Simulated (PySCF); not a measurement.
**Where the electron goes**

Species: C6H10F2.
Z-matrix (Å and degrees, GFN2-xTB geometry), rows numbered from 1:
```
F 
C   1  1.3686
F   2  1.3716  1  104.19
C   2  1.5221  1  109.90  3   117.34
C   4  1.5268  2  110.24  1    69.27
C   5  1.5261  4  110.63  2    55.87
C   6  1.5262  5  110.13  4   -59.09
C   2  1.5220  1  109.87  3  -117.33
H   4  1.0914  2  107.73  1  -169.77
H   4  1.0915  2  108.62  1   -52.45
H   5  1.0909  4  109.33  2   177.61
H   5  1.0918  4  109.04  2   -64.41
H   6  1.0910  5  109.68  4  -179.96
H   6  1.0926  5  109.64  4    61.61
H   7  1.0918  6  109.42  5   -61.11
H   7  1.0908  6  110.36  5  -179.84
H   8  1.0913  2  107.75  1   169.78
H   8  1.0915  2  108.60  1    52.40
```

Computed with PySCF 2.14.0, density-fitted response routines, TDDFT B3LYP/def2-SVPD, vertical, gas phase, core orbitals frozen in the response.

Frontier orbitals with the atoms that hold most of them (Löwdin shares over 4%, at most four atoms; ? is withheld):

| orbital | ε (eV) | atoms |
| --- | --- | --- |
| LUMO+2 | 1.02 | H11 12%, H16 12%, C5 10%, C7 10% |
| LUMO+1 | 0.95 | H15 12%, H12 12%, H9 11%, H17 11% |
| LUMO | ? | ? |
| HOMO | -8.52 | ? |
| HOMO-1 | -9.17 | C6 20%, C5 13%, C7 13%, C4 11% |
| HOMO-2 | -9.40 | C6 22%, C5 14%, C7 14%, H14 13% |
| HOMO-3 | -9.67 | C6 14%, F1 12%, C8 11%, C4 11% |

(1) Which atoms hold the LUMO, and with what shares?

(2) Give the leading atoms of the HOMO.

(3) What is the LUMO energy, and the HOMO–LUMO gap?

Results:

(1) C6 (bonded to 2 C and 2 H) 12%; C7 (bonded to 2 C and 2 H) 8%; C5 (bonded to 2 C and 2 H) 8%; H14 (bonded to C) 8%. By element: carbon 28% or more, hydrogen 8% or more.

(2) C2 (bonded to 2 C and 2 F) 15%; C4 (bonded to 2 C and 2 H) 11%; C8 (bonded to 2 C and 2 H) 11%; F3 (bonded to C) 10%. By element: carbon 37% or more, fluorine 10% or more.

(3) ε(LUMO) = 0.30 eV; the gap is 8.82 eV (0.3240 hartree).

Problem. How does S1 compare with the orbital gap of 8.82 eV?

Solution. S1 is at 7.94 eV (f = 0.0002), 0.87 eV below the gap, made of HOMO→LUMO (99%). 

Problem. Give energy, strength and leading configuration of S1, S2, S3, S5 and S8, and follow the Löwdin shares of the leading atoms from the occupied to the empty orbital.

Solution. 
- S1 (7.94 eV, f 0.0002), HOMO→LUMO (99%): C2 15% → at most 9%, C4 11% → at most 9%, C6 at most 11% → 12%, C7 at most 11% → 8%
- S2 (8.54 eV, f 0.0053), HOMO-1→LUMO (96%): C6 20% → 12%, C5 13% → 8%, C7 13% → 8%
- S3 (8.58 eV, f 0.0024), HOMO→LUMO+1 (98%): C2 15% → at most 11%, C4 11% → at most 11%, H15 at most 11% → 12%, H12 at most 11% → 12%
- S5 (8.78 eV, f 0.0082), HOMO-2→LUMO (94%): C6 22% → 12%, C5 14% → 8%, C7 14% → 8%
- S8 (9.21 eV, f 0.012), HOMO-1→LUMO+1 (97%): C6 20% → at most 11%, C5 13% → at most 11%, H15 at most 11% → 12%, H12 at most 11% → 12%

The run took 54 s on one thread, x86-64 server (shared host).

One conformer stands for the species.
